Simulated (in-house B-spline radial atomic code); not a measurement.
## RPA and G0W0 on Hartree-Fock: Pr⁵⁺

Configuration [Kr] 4d10 5s2 5p6, mean-field start Hartree-Fock. Computed with an all-electron radial atomic-structure program (B-spline basis): all electrons, scalar-relativistic (spin-free one-electron X2C), finite nucleus, each spin shell either full or empty, empty states to l = 9 with an (l + 1/2)⁻⁴ tail; G0W0 by contour deformation at full frequency.

Spin-orbit coupling, left out, splits p levels strongly here.

Command:
```bash
python run_gw.py task.json out
```
Settings (radii: box in bohr, nucleus in fm):
```
Z                        59
electrons                54
configuration            [Kr] 4d10 5s2 5p6
hamiltonian              x2c
method                   hf
lmax                     9
rms_radius               4.8919
spin_polarised           False
box_radius               10.43
intervals                67
```

Run time, properties included: 3 s on 1 thread of Arm Neoverse V2, on a shared host.

Energies (hartree):

```csv
term,value
mean-field total,-9228.41926
Hartree-Fock functional on these orbitals,-9228.41926
direct second order,-4.5862
second-order exchange,1.2489
SOSEX correction,1.1835
```

What is the RPA correlation energy, and what remains with SOSEX?

RPA gives -4.1303 hartree (-2.08 eV per electron); RPA + SOSEX gives -2.9468, and the second-order doubles (MP2) -3.3373 hartree. RPA lacks exchange-type terms and so overcorrelates at short range.

Quasi-particle levels (eV):

```json
{"level": "5p", "occupied": "yes", "mean field": "-83.36", "Σx - vxc": "0.00", "Σc": "?", "QP weight": "?", "G0W0": "?"}
{"level": "5s", "occupied": "yes", "mean field": "-108.86", "Σx - vxc": "0.00", "Σc": "2.40", "QP weight": "0.899", "G0W0": "-106.46"}
{"level": "4d", "occupied": "yes", "mean field": "-200.26", "Σx - vxc": "0.00", "Σc": "1.58", "QP weight": "0.861", "G0W0": "-198.68"}
{"level": "4f", "occupied": "no", "mean field": "-53.38", "Σx - vxc": "0.00", "Σc": "-4.93", "QP weight": "0.966", "G0W0": "-58.31"}
```

G0W0 = mean field + (Σx - vxc) + Σc, with Σc (partial-wave tail included) taken at the quasi-particle energy. Only the outer levels were computed. Levels of low weight are left out.

Where does G0W0 put 5p?

At -84.41 eV, with Σc = -1.05 eV and a quasi-particle weight of 0.966.
